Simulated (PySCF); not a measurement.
C₃H₁₁AlO, singlet (GFN2-xTB optimised geometry):

```
16

Al    -0.196     0.030     0.000
C     -1.110    -1.580    -0.786
H     -1.099    -1.538    -1.879
H     -2.166    -1.677    -0.509
H     -0.637    -2.534    -0.528
C     -1.216     1.759     0.000
H     -2.262     1.664     0.314
H     -1.255     2.187    -1.006
H     -0.773     2.534     0.633
C      1.813     0.030     0.000
H      2.262    -0.937     0.255
H      2.260     0.766     0.676
H      2.199     0.274    -0.994
O     -0.399    -0.363     1.921
H      0.196    -0.975     2.362
H     -1.217    -0.247     2.412
```

Method: PySCF with PBE0/def2-TZVP.

What are the frontier orbital energies and the dipole moment?

HOMO-2 -9.07 eV, HOMO-1 -6.96 eV, HOMO -6.77 eV, LUMO -0.41 eV, LUMO+1 1.13 eV; dipole moment 4.59 D.

Meta-Löwdin charges at PBE0/def2-TZVP: Al1 0.80, C2 -0.67, H3 0.12, H4 0.11, H5 0.11, C6 -0.67, H7 0.11, H8 0.12, H9 0.11, C10 -0.67, H11 0.11, H12 0.11, H13 0.12, O14 -0.55, H15 0.38, H16 0.38.
